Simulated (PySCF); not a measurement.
## CH$_{3}$OSi, SMILES `C=[SiH][O]` (charge 0, multiplicity 2)

These are PBE0-D3(BJ)/def2-TZVP in PySCF 2.14.0 values and carry that method's errors.

```json
{
 "highest_occupied_spin_orbital": "-8.01 eV",
 "dipole_moment": "4.34 D",
 "total_energy": "-404.3798 Ha",
 "cost": "very roughly 80 core-seconds"
}
```

Bonds (Å): C1–Si2 1.811, C1–H4 1.086, C1–H5 1.085, Si2–O3 1.522, Si2–H6 1.484. Angles (°): Si2–C1–H4 122.4, Si2–C1–H5 121.6, H4–C1–H5 116.0, C1–Si2–O3 124.8, C1–Si2–H6 111.7, O3–Si2–H6 123.6.
Charge 0, spin multiplicity 2.
